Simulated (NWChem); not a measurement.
Program: NWChem. System: H$_{4}$Al (-1), charge -1, spin multiplicity 1, at a geometry optimised with B3LYP/def2-SVP. The structure started from a generated list of species. Level: evGW0@PBE0/def2-TZVPD, RI basis def2-tzvpd-rifit, 6 cycles.

The NWChem input:

```
start mol
memory heap 200 mb stack 700 mb global 1700 mb
charge -1
geometry units angstroms nocenter noautoz
  Al     0.000000     0.000000     0.000001
  H      0.000000    -1.344242    -0.950536
  H      0.000000     1.344242    -0.950536
  H      1.344251     0.000000     0.950529
  H     -1.344251     0.000000     0.950529
  symmetry group C2v
end
basis spherical
  * library def2-tzvpd
end
basis "ri basis" bse spherical
  * library def2-tzvpd-rifit
end
dft
  xc pbe0
  iterations 100
  direct
  tolerances tight
end
task dft energy
gw
  evgw0 6
  states alpha occ -1 vir -1
end
task dft gw
```

Part of the output:

```
             Northwest Computational Chemistry Package (NWChem) 7.3.0
             --------------------------------------------------------

                                NWChem Input Module
                                -------------------

 Scaling coordinates for geometry "geometry" by  1.889725989
 (inverse scale =  0.529177249)

 Turning off AUTOSYM since
 SYMMETRY directive was detected!

                             Geometry "geometry" -> ""
                             -------------------------

 Output coordinates in angstroms (scale by  1.889725989 to convert to a.u.)

  No.       Tag          Charge          X              Y              Z
 ---- ---------------- ---------- -------------- -------------- --------------
    1 Al                  13.0000     0.00000000     0.00000000     0.00000100
    2 H                    1.0000     0.00000000    -1.34424200    -0.95053600
    3 H                    1.0000     0.00000000     1.34424200    -0.95053600
    4 H                    1.0000     1.34425100     0.00000000     0.95052900
    5 H                    1.0000    -1.34425100     0.00000000     0.95052900

 Effective nuclear repulsion energy (a.u.)      17.8949239701

            Nuclear Dipole moment (a.u.)
            ----------------------------
        X                 Y               Z
 ---------------- ---------------- ----------------
     0.0000000000     0.0000000000    -0.0000018897

      Symmetry information
      --------------------

 Group name             C2v
 Group number             16
 Group order               4
 No. of unique centers     3

      Symmetry unique atoms

     1    2    4


 Summary of "ao basis" -> "" (spherical)
 ------------------------------------------------------------------------------
       Tag                 Description            Shells   Functions and Types
 ---------------- ------------------------------  ------  ---------------------
 *                         def2-tzvpd                 on all atoms

 new library libraries.bse/

 Summary of "ri basis" -> "" (spherical)
 ------------------------------------------------------------------------------
[...]
@GW         2       -118.407           0.000
@GW         3        -73.120           0.000
@GW         4        -73.120           0.000
@GW         5        -73.120           0.000
@GW         6         -8.252           0.000
@GW         7         -4.706           0.000
@GW         8         -4.706           0.000
@GW         9         -4.709           0.000
@GW        10          4.829           0.000
@GW        11          6.694           0.000
@GW        12          6.694           0.000
@GW        13          6.694           0.000
@GW        14          6.798           0.000
@GW        15          6.798           0.000
@GW        16          7.840           0.000
@GW        17          7.840           0.000
@GW        18          7.840           0.000
@GW        19          9.721           0.000
@GW        20         10.498           0.000
@GW        21         10.498           0.000
@GW        22         10.498           0.000
@GW        23         12.030           0.000
@GW        24         12.031           0.000
@GW        25         11.694           0.000
@GW        26         12.884           0.000
@GW        27         12.884           0.000
@GW        28         12.884           0.000
@GW        29         14.673           0.000
@GW        30         14.674           0.000
@GW        31         14.674           0.000
@GW        32         15.291           0.000
@GW        33         15.291           0.000
@GW        34         15.291           0.000
@GW        35         17.478           0.000
@GW        36         18.136           0.000
@GW        37         18.136           0.000
@GW        38         20.210           0.000
@GW        39         20.202           0.000
@GW        40         20.202           0.000
@GW        41         22.741           0.000
@GW        42         22.736           0.000
@GW        43         22.736           0.000
@GW        44         23.195           0.000
@GW        45         32.639           0.000
@GW        46         32.638           0.000
@GW        47         32.638           0.000
@GW        48         32.742           0.000
@GW        49         32.742           0.000
@GW        50         32.741           0.000
@GW        51         33.579           0.000
@GW        52         33.583           0.000
@GW        53         36.521           0.000
@GW        54         36.508           0.000
@GW        55         36.511           0.000
@GW        56         37.879           0.000
@GW        57         59.278           0.000
@GW        58         59.278           0.000
@GW        59         60.737           0.000
@GW        60         60.737           0.000
@GW        61         60.737           0.000
@GW        62         63.330           0.000
@GW        63         63.328           0.000
@GW        64         63.327           0.000
@GW        65         66.520           0.000
@GW        66         67.807           0.000
@GW        67         67.804           0.000
@GW        68         67.807           0.000
@GW        69         76.417           0.000
@GW        70         76.417           0.000
@GW        71         76.415           0.000
@GW        72         86.996           0.000
@GW        73         88.842           0.000
@GW        74         88.848           0.000
@GW        75         88.848           0.000
@GW        76        221.349           0.000
@GW        77        276.112           0.000
@GW        78        276.114           0.000
@GW        79        276.114           0.000

     GW Timing Statistics
   ------------------------
   Init.   :          0.1s
     ERIs  :          0.5s
     Distr.:          0.0s
     Vxc   :          0.5s
   Sigma_x :          0.0s
   RPA     :          0.1s
   Wmn     :          0.7s
   Sigma_c :          0.6s
   GW total:          2.6s

 Task  times  cpu:        2.6s     wall:        2.6s

 Total times  cpu:        5.6s     wall:        5.6s
```
